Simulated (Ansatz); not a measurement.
The cluster Ir₃⁺. Charge 1, multiplicity 1. Geometry PBE-D4/def2-TZVP; atoms count from 1.

```xyz
3

Ir   -0.032   -0.039   -1.373
Ir    0.392   -1.089    0.740
Ir   -0.359    1.128    0.633
```

In the def2 sets Ir takes a core potential; there is no spin–orbit coupling. The restricted singlet is unstable: a solution with broken spin symmetry lies lower. At PBE0-D4/def2-TZVP a quintet of charge 1 lies 1.61 eV below the restricted singlet, each at its own geometry. The structure comes from a short search, and lower isomers may exist.

Q: Estimate the Mulliken populations from the PBE0/def2-TZVP orbitals of Ansatz.

A: 
```tsv
atom	charge (e)	d electrons
Ir1	0.34	7.69
Ir2	0.34	7.69
Ir3	0.33	7.66
```
Mulliken values depend strongly on the basis.

Q: And the Mayer bond orders between heavy atoms (over 0.3)?

A: Ir1–Ir2 1.16 (2.40 Å); Ir1–Ir3 1.97 (2.34 Å); Ir2–Ir3 1.97 (2.34 Å).
